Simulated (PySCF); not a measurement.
SMILES C([NH])=O, doublet at its B3LYP/def2-SVP optimised geometry (Å):

```
5

N     -0.3526    -1.1320     0.1492
C      0.2368     0.0858     0.0000
O     -0.4123     1.1320     0.0000
H     -1.3476    -1.0401    -0.1138
H      1.3476     0.0858     0.0000
```

Level of theory: unrestricted B3LYP/def2-TZVP in PySCF 2.14.0. Cells within 0.4 Å of a nucleus heavier than hydrogen are left out (blank, or x).

Map of the log10 of the electron density (e/bohr³), floored at −4 on the plane z = 0.0 Å:

```
|00000000000000000000000000000|
|00000000000000000000000000000|
|00000000001122111000000000000|
|00000000122333322110000000000|
|00000001233444433211000000000|
|00000012345555554321000000000|
|00000123456677665432100000000|
|00000124567888876542210000000|
|000012345789x9986543221100000|
|00001234678xxx987654432210000|
|00001234678xxx987665543221000|
|000012345789x9988776654321000|
|00001234567889998887765432000|
|00001234456788xxx888875432100|
|00001234456778xxx989875432100|
|000123445667889x8888765432100|
|00012345677889988777654321000|
|00013456788899987665544321000|
|000134578999xx987654433210000|
|000134568889xx987654322100000|
|00012356778899986543221000000|
|00012345667788876543210000000|
|00001234456677765432100000000|
|00000123345566554432100000000|
|00000012234444443321000000000|
|00000001123333332210000000000|
|00000000011222221100000000000|
|00000000000111110000000000000|
|00000000000000000000000000000|
```
Scale: ten equal steps from -4.00 (start of '0') to -0.131 (end of '9'), in the order '0123456789'; x runs from -3.50 to 3.50, y from -3.50 (bottom) to 3.50 (top).
